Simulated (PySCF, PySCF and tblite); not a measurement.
A run on one conformer of C₆H₉BrO₂, numbered as in [CH3:1]/[C:2](=[CH:3]/[CH2:4][C:5](=[O:6])[OH:7])[CH2:8][Br:9], from an ensemble study. The sound level was wB97X-D/6-31G* on GFN2-xTB geometries.

Input:

```
{"job": {"xc": "wB97X-D", "basis": "6-31G*", "scf": {"max_cycle": 2}, "kind": "nmr", "pop": false}, "charge": 0, "multiplicity": 1}
C     -1.828541     1.555098     0.624193
C     -0.899220     0.440881     0.254618
C      0.055551     0.008439     1.073928
C      0.986133    -1.141461     0.791921
C      2.110121    -0.626283    -0.077910
O      2.045786    -0.449350    -1.265815
O      3.199863    -0.338208     0.636212
C     -1.160049    -0.188910    -1.073546
Br    -2.328929    -1.768165    -0.862526
H     -1.617701     1.929402     1.621976
H     -1.736101     2.376591    -0.086263
H     -2.859372     1.201334     0.593335
H      0.212290     0.513117     2.016086
H      1.404023    -1.520223     1.722707
H      0.465927    -1.943355     0.266576
H      3.899675     0.024393     0.069679
H     -1.703197     0.480652    -1.737277
H     -0.255019    -0.547634    -1.557496
```

Command: OMP_NUM_THREADS=1 python ens_run.py task.json out

Output:

```
final grid: 151088 points
cycle   1  E = -2958.0833602745  dE =  5.347e-01  |g| = 9.678e-01  |ddm| = 3.988e+00
cycle   2  E = -2957.9890842503  dE =  9.428e-02  |g| = 1.270e+00  |ddm| = 1.595e+00
SCF not converged, last energy = -2957.9890842503
```

Question: What is wrong with this calculation?

Answer: The setting at fault: too few SCF cycles. The run did not converge.
